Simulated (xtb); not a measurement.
C$_{2}$Cl$_{3}$ (SMILES Cl[C]=C(Cl)Cl), doublet, geometry from GFN2-xTB; xtb with GFN0-xTB with ALPB(water).

xtb was given this input:
```
$ xtb mol.xyz --gfn 0 --uhf 1 --alpb water --json

# file mol.xyz
5

Cl     2.35678761    -0.31883422     0.01950333
C      0.77529472    -0.67694562     0.18027512
C     -0.39193325    -0.13280407     0.05323237
Cl    -0.62979944     1.56052421    -0.45358792
Cl    -1.86229222    -0.95589598     0.35167018
```

It wrote (shortened):

```
   ID    Z sym.   atoms
    1   17 Cl     1, 4, 5
    2    6 C      2, 3

           -------------------------------------------------
          |                Calculation Setup                |
           -------------------------------------------------

           -------------------------------------------------
          |                 G F N 0 - x T B                 |
           -------------------------------------------------

      * Solvation model:               ALPB
        Solvent                        water
        Parameter file                 internal GFN-FF/ALPB
        Dielectric constant                8.0200E+01
        Reference state                gsolv [1 M gas/solution]
        Free energy shift                  3.6494E-04 Eh       2.2900E-01 kcal/mol
        Temperature                        2.9815E+02 K
        Density                            1.0000E+00 kg/L
        Solvent mass                       1.8000E+01 g/mol
        Interaction kernel             P16
        Born radius scaling (c1)           1.5056E+00
        Born radii integrator          GBOBC
        Born offset                        0.0000E+00 a0       0.0000E+00 AA
        H-bond correction              true
        Ion screening                  false
        Surface tension                    1.0000E-05 Eh       1.5569E+01 dyn/cm
        Grid points                               230 per atom

          ...................................................
          :                      SETUP                      :
          :.................................................:
          :  # basis functions                  38          :
          :  # atomic orbitals                  35          :
          :  # shells                           13          :
          :  # electrons                        29          :
          :  electronic temp.          300.0000000     K    :
          :  accuracy                    1.0000000          :
          :  -> integral cutoff          0.2500000E+02      :
          :  -> integral neglect         0.1000000E-07      :
          ...................................................

         :::::::::::::::::::::::::::::::::::::::::::::::::::::
         ::                     SUMMARY                     ::
         :::::::::::::::::::::::::::::::::::::::::::::::::::::
         :: total energy             -16.970165322536 Eh    ::
         :: total w/o Gsasa/hb       -16.968826794909 Eh    ::
[...]
        21                         -0.0659256              -1.7939
        22                         -0.0655942              -1.7849
        23                         -0.0651737              -1.7735
        24                         -0.0641881              -1.7466
        25                         -0.0637172              -1.7338
        26                         -0.0630325              -1.7152
       ...                                ...                  ...
        35                          0.6960330              18.9400
      -------------------------------------------------------------
                  HL-Gap            0.1202451 Eh            3.2720 eV
             Fermi-level            0.0000000 Eh            0.0000 eV

     #   Z          covCN         q      C6AA      α(0)
     1  17 Cl       0.914    -0.109   100.551    15.328
     2   6 C        1.960     0.062    30.023     8.838
     3   6 C        2.780     0.253    24.037     8.005
     4  17 Cl       1.050    -0.102   100.368    15.315
     5  17 Cl       1.078    -0.104   100.419    15.319

 Mol. C6AA /au·bohr⁶  :       1635.588972
 Mol. C8AA /au·bohr⁸  :      62505.160766
 Mol. α(0) /au        :         62.804904

Wiberg/Mayer (AO) data.
largest (>0.10) Wiberg bond orders for each atom

 ---------------------------------------------------------------------------
     #   Z sym  total        # sym  WBO       # sym  WBO       # sym  WBO
 ---------------------------------------------------------------------------
     1  17 Cl   1.640 --     2 C    1.396     3 C    0.137
     2   6 C    3.497 --     3 C    1.856     1 Cl   1.396     4 Cl   0.150
     3   6 C    3.857 --     2 C    1.856     5 Cl   1.000     4 Cl   0.865
                             1 Cl   0.137
     4  17 Cl   1.134 --     3 C    0.865     2 C    0.150
     5  17 Cl   1.204 --     3 C    1.000
 ---------------------------------------------------------------------------

Topologies differ in total number of bonds
Writing topology from bond orders to xtbtopo.mol

 dipole moment from electron density (au)
     X       Y       Z
   0.8862  -0.2265   0.0397  total (Debye):    2.327

           -------------------------------------------------
          | TOTAL ENERGY              -16.970165322536 Eh   |
          | GRADIENT NORM               0.016304679780 Eh/α |
          | HOMO-LUMO GAP               3.272036628199 eV   |
           -------------------------------------------------

normal termination of xtb
```
